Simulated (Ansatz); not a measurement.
CH4FNOSi can be A, `F[SiH]1NCO1`, or B, `O[SiH2]/N=C/F`.

Isolated molecules relaxed with PBE0-D4/def2-TZVP in Ansatz; ΔE leaves out vibrations. CBS: MP2 limit from def2 TZ/QZ plus the TZ coupled-cluster correction, frozen cores. DFT in def2-TZVPP. One conformer a species, not always the lowest.

A:

```xyz
9

F    -0.805    0.630   -2.133
Si   -0.160   -0.353   -1.064
N    -0.738   -0.268    0.537
C     0.553    0.311    0.914
O     1.228    0.199   -0.352
H    -0.077   -1.646   -1.762
H    -1.587    0.050    0.968
H     0.497    1.359    1.231
H     1.089   -0.281    1.662
```

B:

Z-matrix (Å, degrees):
```
Si
N 1 1.733
O 1 1.636 2 109.5
H 1 1.483 2 105.8 3 121.3
H 1 1.485 2 112.7 3 -117.0
C 2 1.234 1 126.7 3 122.5
H 3 0.959 1 117.7 2 53.4
F 6 1.336 2 121.4 1 -179.4
H 6 1.095 2 129.6 1 0.6
```

Question: Which isomer does CCSD(T)/CBS put lower? Give the gap. (Estimate.)

Answer: Computed: A, by 143.3 kJ/mol.

Question: Give E(B) − E(A) in kJ/mol with CCSD(T)/def2-TZVPP, PBE0-D4, ωB97M-V, r2SCAN-D4, B2PLYP, BLYP-D4, CCSD(T)/def2-SVP. (An estimate is asked.)

Answer: Computed: CCSD(T)/def2-TZVPP 137.6, PBE0-D4 140.4, ωB97M-V 138.9, r2SCAN-D4 133.0, B2PLYP 129.1, BLYP-D4 107.8, CCSD(T)/def2-SVP 114.6. None reverses the order clearly.

Question: Does the order hold for the free energy at 298.15 K (harmonic terms from PBE0-D4)? (An estimate is asked.)

Answer: The calculation gave: Yes: G(B) − G(A) = +123.1 kJ/mol, for one conformer each.

Largest T1 diagnostic: 0.013.

From r2SCAN to r2SCAN0 (25 % exact exchange), in def2-TZVPP and without D4, E(B) − E(A) moves by +11.5 kJ/mol. At CCSD(T), def2-SVP lies −28.7 kJ/mol from the extrapolated value and def2-TZVPP −5.7 kJ/mol.
